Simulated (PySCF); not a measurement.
Harmonic spectrum computed at PBE0 in the def2-TZVP basis family (core potentials from Rb on, PySCF, no spin–orbit coupling):

```
symmetry  ω (cm⁻¹)  IR (km/mol)
      a'       548         39.7
     a''       613         21.7
      a'       670         63.0
      a'      1112         94.2
     a''      1848          246
      a'      1867          110
```

Question: Which molecule gave it? In each, all ligands are bound to the one heavy central atom.
A. H₂SbN (singlet)
B. H₂AsN (singlet)
C. H₂PN (singlet)
D. H₂TaN (singlet)

Answer: D. It has Cs symmetry with Ta–H 1.774 Å (×2), Ta–N 1.679 Å.
